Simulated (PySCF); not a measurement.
**Curvature of the energy in the electron number along the 5p block, charge +1**

Calculated with PySCF 2.14, in def2-TZVPPD with the def2 core potential (28 electrons), ECP: one orbital is emptied in steps, and each cell gives the departure of E from the straight line at half an electron, in eV (from a cubic fit). The exact functional gives zero.

```
species   orbital    LDA    PBE  r2SCAN   PBE0  BHandHLYP  LC-wPBE  wB97X   UHF
    In⁺   5s beta  -1.04  -1.03   -0.90  -0.74      -0.51    -0.07  -0.19  0.06
    Sb⁺  5p alpha  -1.02  -0.98   -0.91  -0.71      -0.47    -0.06  -0.15  0.09
    Te⁺  5p alpha  -1.09  -1.06   -0.98  -0.76      -0.50    -0.09  -0.17  0.11
    Xe⁺   5p beta  -1.16  -1.12   -1.02  -0.79      -0.51    -0.10  -0.25  0.19
```

Task: Estimate the missing row, Sn⁺.

Result: The calculation gives LDA -0.94; PBE -0.90; r2SCAN -0.84; PBE0 -0.65; BHandHLYP -0.45; LC-wPBE -0.04; wB97X -0.14; UHF 0.07.

Task: How does the mean departure depend on the functional?

Result: LDA -1.05 eV; PBE -1.02 eV; r2SCAN -0.93 eV; PBE0 -0.73 eV; BHandHLYP -0.49 eV; LC-wPBE -0.07 eV; wB97X -0.18 eV; UHF 0.11 eV. Semilocal functionals are convex (delocalisation error), Hartree-Fock is concave or straight, and exact exchange removes curvature roughly in proportion to its share, so among the functionals the range-separated hybrids usually come closest to zero.

No spin-orbit coupling is included.
